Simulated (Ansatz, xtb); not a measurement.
Gas-phase reaction in SMILES: CCF + 2 [H][H] (H2) -> 2 C (CH4) + F (HF)
Each molecule is optimised on its own at B3LYP-D3(BJ)/def2-TZVP (Ansatz, a program for electronic structure).

Quantity: energy of full hydrogenation (electronic energy difference), in kcal/mol. Valence correlation only, unless marked. Spin-orbit coupling is left out. No relativistic terms. CBS(X,Y): correlation extrapolated as X^-3; Hartree-Fock from the larger set.

```
level     program  energy of full hydrogenation (kcal/mol)
--------  -------  ---------------------------------------
GFN2-xTB      xtb                                    -30.7
```

### Question
What does CCSD(T)/CBS(cc-pVTZ,cc-pVQZ) (Ansatz) give?

### Answer
-41.9 kcal/mol, so GFN2-xTB differs from it by 11.2 kcal/mol.
